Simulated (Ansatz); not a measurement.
`CO[Si]F` + `[NH2][Ge]([NH2])([NH2])[NH2]` → `CO[Si]N` + `[NH2][Ge]([NH2])([NH2])[F]`  (redistribution)

Computed with Ansatz on PBE0-D4/def2-TZVP structures; ΔE is electronic, products minus reactants. CCSD(T)/CBS adds triple-zeta CCSD(T) − MP2 to the extrapolated MP2 energy (def2 sets, frozen cores). Functionals use def2-TZVPP. For Ge outer-core shells are correlated without core-valence functions, which leaves a few kJ/mol of doubt a bond. Scalar relativity is left out up to krypton. Each species was taken in one conformer, which may not be the lowest.

```csv
level,ΔE (kJ/mol)
r2SCANh,5.6
SCS-MP2/def2-QZVPP,14.0
```

Problem. What does CCSD(T)/CBS give? (Estimate.)

Solution. The calculation gave: +15.6 kJ/mol. The listed levels differ from it by -10.0, -1.6 kJ/mol.

Problem. What do rigid-rotor, harmonic-oscillator terms from PBE0-D4/def2-TZVP frequencies (298.15 K, 1 bar) make of the CCSD(T)/CBS value? (An estimate is asked.)

Solution. Ansatz gave: ΔZPE = +0.8 kJ/mol, ΔH = +15.9 kJ/mol, ΔS = -3 J/(mol·K), ΔG = +16.8 kJ/mol.

Largest T1 diagnostic among the species: 0.014.

At CCSD(T), def2-SVP lies −19.7 kJ/mol from the extrapolated value and def2-TZVPP −1.5 kJ/mol. In def2-TZVPP, CCSD(T) changes the Hartree–Fock value by +8.1 kJ/mol (the triples alone add +0.1 kJ/mol) and MP2 by +8.9 kJ/mol. Leaving LDA and LC-ωPBE aside and taking each functional with its dispersion term where it has one, the values, not all of them listed here, spread over 8.0 kJ/mol, from r2SCAN-D4 to ωB97M-V.
